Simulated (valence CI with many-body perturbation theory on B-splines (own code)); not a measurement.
## E1 transitions of Er17+

Level of theory: relativistic CI+MBPT: five valence electrons over a frozen Dirac-Fock core [Kr] 4d10, radial functions for each j: 7 s, 7 p, 7 d, 7 f, 4 g, 2 h, with the one-electron correlation potential Σ1, the two-electron term Σ2, the three-electron term Σ3, Breit, model QED; selected CI, second order for the rest, scaled by the run's own slope (own B-spline code, finite nucleus).

No measured spectrum was set against this ion. As an estimate, terms of the open shell hold to a few per cent of their energy, and close levels can change places. Among the levels kept, up to 1100 cm⁻¹ of a level comes from second order outside the variational space, and about a tenth of that is noise between levels of different J, which matters for small intervals.

Lines 201 to 250 of 298 in falling wavelength, among levels below 182820 cm⁻¹, chosen from the strongest by gf and those to the six lowest levels. Wavelengths and rates use the calculated energies, so an error of 2000 cm⁻¹ moves a line at 84.83 nm by 1.7 % and its rate by three times that or more. Electric multipoles are in the length gauge, E1 and E2 with the static RPA response of the core. Weak lines are less certain than strong ones. Lines between different terms over intervals too small for the method are left out, as are lines whose strength nearly cancels. Where a level lies close to another of its J and parity, the split of strength between their lines is uncertain. The highest levels of a list are the least certain.

Names give the largest LS component (configuration and term), which can be under half, so a name can repeat, a term be missing and a line seem to break the LS rules; names also repeat where a configuration has a term twice. Letters in brackets count levels of one name in rising energy.

```
λ vac (nm)           Upper             Lower   A (s⁻¹)  S (a.u.)
     84.83   4f4 5s 6F_5/2   4f5 4G°_7/2 [b]  7.71e+01  1.39e-07
     84.56  4f4 5s 4I_11/2  4f5 4H°_13/2 [a]  1.45e+02  5.19e-07
     84.53   4f4 5s 6S_5/2   4f5 4P°_3/2 [a]  2.22e+03  3.97e-06
     84.51  4f4 5s 4I_11/2   4f5 4H°_9/2 [a]  3.44e+01  1.23e-07
     84.25   4f4 5s 6F_7/2   4f5 4F°_9/2 [b]  2.11e+01  4.99e-08
     84.11   4f4 5s 6F_7/2       4f5 6P°_7/2  5.30e+01  1.25e-07
     83.94   4f4 5s 4I_9/2  4f5 4K°_11/2 [a]  1.20e+03  3.51e-06
     83.17   4f4 5s 6S_5/2       4f5 6P°_7/2  1.18e+04  2.01e-05
     82.83   4f4 5s 6S_5/2   4f5 4G°_5/2 [b]  7.81e+01  1.31e-07
     82.79   4f4 5s 6F_5/2       4f5 6P°_5/2  3.36e+02  5.64e-07
     82.77   4f4 5s 6F_7/2   4f5 4G°_7/2 [b]  1.30e+02  2.91e-07
     82.75  4f4 5s 6I_13/2  4f5 4K°_13/2 [a]  2.92e+01  1.14e-07
     82.62  4f4 5s 6I_13/2  4f5 4I°_11/2 [a]  3.15e+01  1.23e-07
     82.55  4f4 5s 4I_11/2   4f5 4F°_9/2 [a]  4.57e+01  1.52e-07
     82.06   4f4 5s 6F_7/2   4f5 4H°_9/2 [a]  1.83e+01  4.00e-08
     82.00   4f4 5s 6F_5/2   4f5 4F°_7/2 [b]  1.64e+02  2.67e-07
     81.85   4f4 5s 6S_5/2   4f5 4G°_7/2 [b]  6.46e+01  1.05e-07
     81.12  4f4 5s 4I_11/2  4f5 4K°_13/2 [b]  2.62e+03  8.27e-06
     81.06   4f4 5s 4I_9/2   4f5 4G°_9/2 [a]  1.22e+02  3.21e-07
     80.88  4f4 5s 6I_17/2      4f5 4M°_19/2  6.14e+00  2.89e-08
     80.82   4f4 5s 6F_7/2       4f5 6P°_5/2  4.76e+01  9.92e-08
     80.25  4f4 5s 4I_11/2  4f5 4G°_11/2 [a]  1.86e+02  5.71e-07
     80.07   4f4 5s 6F_7/2   4f5 4F°_7/2 [b]  7.09e+01  1.44e-07
     79.95   4f4 5s 6S_5/2       4f5 6P°_5/2  1.48e+04  2.24e-05
     79.90   4f4 5s 6S_5/2   4f5 4D°_3/2 [a]  4.88e+03  7.38e-06
     79.79   4f4 5s 6F_7/2   4f5 4H°_7/2 [a]  7.74e+01  1.55e-07
     79.50  4f4 5s 6I_15/2  4f5 4K°_13/2 [a]  1.88e+01  7.46e-08
     79.25  4f4 5s 4I_11/2  4f5 4K°_11/2 [a]  1.14e+03  3.35e-06
     79.21   4f4 5s 6S_5/2   4f5 4F°_7/2 [b]  6.46e+03  9.51e-06
     79.03   4f4 5s 6F_3/2   4f5 2P°_1/2 [a]  3.65e+01  3.55e-08
     78.94   4f4 5s 6S_5/2   4f5 4H°_7/2 [a]  1.02e+03  1.48e-06
     78.32  4f4 5s 4I_11/2      4f5 4L°_13/2  1.16e+03  3.30e-06
     78.30   4f4 5s 6F_7/2   4f5 4F°_7/2 [a]  1.91e+02  3.62e-07
     78.17   4f4 5s 6F_5/2       4f5 6P°_3/2  6.60e+02  9.34e-07
     77.48   4f4 5s 6S_5/2   4f5 4F°_7/2 [a]  2.97e+03  4.09e-06
     77.45   4f4 5s 6F_3/2   4f5 4F°_5/2 [a]  7.13e+01  6.54e-08
     77.08   4f4 5s 4I_9/2  4f5 4I°_11/2 [a]  6.63e+03  1.50e-05
     76.65   4f4 5s 4I_9/2   4f5 4I°_9/2 [a]  4.98e+03  1.11e-05
     76.58   4f4 5s 6F_5/2   4f5 4F°_5/2 [a]  5.42e+02  7.21e-07
     75.64   4f4 5s 6S_5/2       4f5 6P°_3/2  2.41e+04  3.09e-05
     75.40   4f4 5s 6I_7/2       4f5 6F°_5/2  1.70e+01  2.88e-08
     74.97   4f4 5s 6I_9/2       4f5 6F°_7/2  2.18e+01  4.54e-08
     74.94   4f4 5s 6F_5/2   4f5 4P°_5/2 [a]  2.18e+02  2.72e-07
     74.89   4f4 5s 6F_7/2   4f5 4F°_5/2 [a]  8.98e+01  1.49e-07
     74.27  4f4 5s 6I_17/2      4f5 4M°_15/2  1.83e+01  6.65e-08
     74.15   4f4 5s 6S_5/2   4f5 4F°_5/2 [a]  6.75e+03  8.14e-06
     73.32   4f4 5s 6F_7/2   4f5 4P°_5/2 [a]  2.73e+01  4.25e-08
     73.22  4f4 5s 4I_11/2  4f5 4K°_13/2 [a]  6.51e+03  1.51e-05
     73.11  4f4 5s 4I_11/2  4f5 4I°_11/2 [a]  4.77e+03  1.10e-05
     72.60   4f4 5s 6S_5/2   4f5 4P°_5/2 [a]  1.76e+04  2.00e-05
```
